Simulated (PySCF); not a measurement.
# How the method moves the HOMO and LUMO of `[BH3-][N+](CC)(CC)CC`

Compound: C6H18BN.
Numbering: `[BH3-:1][N+:2]([CH2:3][CH3:4])([CH2:5][CH3:6])[CH2:7][CH3:8]` (hydrogens: H9, H10, H11 on B1; H12, H13 on C3; H14, H15, H16 on C4; H17, H18 on C5; H19, H20, H21 on C6; H22, H23 on C7; H24, H25, H26 on C8)

Geometry (PBE0-D3(BJ)/def2-SVP, Å), atoms numbered from 1 in this order:
```
atom  x, y, z in Å
B1    -0.140   -0.525   -1.854
N2     0.145    0.118   -0.366
C3    -0.442   -0.736    0.702
C4    -1.948   -0.871    0.668
C5    -0.449    1.485   -0.374
C6    -0.331    2.293    0.905
C7     1.615    0.238   -0.143
C8     2.420   -1.035   -0.297
H9    -1.311   -0.294   -2.123
H10    0.625    0.062   -2.614
H11    0.085   -1.726   -1.783
H12   -0.110   -0.345    1.680
H13    0.011   -1.727    0.577
H14   -2.466    0.075    0.884
H15   -2.254   -1.595    1.438
H16   -2.286   -1.240   -0.309
H17    0.028    2.007   -1.215
H18   -1.501    1.361   -0.658
H19    0.709    2.506    1.188
H20   -0.828    1.809    1.759
H21   -0.828    3.262    0.750
H22    1.773    0.656    0.866
H23    1.968    0.983   -0.871
H24    2.139   -1.807    0.433
H25    3.480   -0.795   -0.125
H26    2.313   -1.453   -1.305
```

Basis pcSseg-1 throughout (PySCF), one geometry. Isolated species at its PBE0-D3(BJ)/def2-SVP geometry (one conformer only).

How do the orbital energies, the gap and the dipole change with the method?

| method | kind | HOMO (eV) | LUMO (eV) | gap (eV) | μ (D) | SCF cycles |
| --- | --- | --- | --- | --- | --- | --- |
| B97-D | GGA | -6.08 | 0.34 | 6.42 | 4.97 | 14 |
| KT2 | GGA | -6.19 | 0.06 | 6.25 | 4.86 | 14 |
| BP86 | GGA | -6.19 | 0.24 | 6.43 | 4.97 | 14 |
| B3LYP | global hybrid | -7.23 | 0.71 | 7.94 | 5.02 | 14 |
| PBE0 | global hybrid | -7.43 | 1.02 | 8.45 | 5.05 | 13 |
| mPW1PW91 | global hybrid | -7.46 | 1.05 | 8.51 | 5.05 | 13 |
| wB97X-D | range-separated hybrid | -9.35 | 2.82 | 12.17 | 5.13 | 13 |
| LC-wPBE | range-separated hybrid | -10.26 | 3.22 | 13.48 | 5.18 | 13 |
| HF | Hartree–Fock | -10.77 | 3.95 | 14.72 | 5.24 | 10 |

The HOMO spans 4.69 eV, from B97-D down to HF, and the gap runs from 6.25 eV (KT2) to 14.72 eV (HF). Over the methods B97-D (0 %), KT2 (0 %), BP86 (0 %), B3LYP (20 %), PBE0 (25 %), mPW1PW91 (25 %), HF (100 %), a straight line through the gap against the share of exact exchange rises by 0.84 eV for each 10 % (correlation coefficient 1.000). The dipole ranges from 4.86 D (KT2) to 5.24 D (HF). This basis has no diffuse functions.

The vertical ΔSCF ionisation energy at CAM-B3LYP/def2-SVPD is 9.81 eV; −ε(HOMO) comes closest to it with LC-wPBE (10.26 eV) and wB97X-D (9.35 eV).
